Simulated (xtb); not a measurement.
Species: BI₃, SMILES `IB(I)I` (charge 0, multiplicity 1).

Give a relaxed geometry from GFN2-xTB run with xtb 6.7.1.

the end point of this relaxation (outside a Z-matrix the atoms follow the SMILES, hydrogens last).
Z-matrix (Å, degrees):
```
B
I 1 2.1066
I 1 2.1072 2 119.51
I 1 2.1072 2 119.77 3 164.23
```
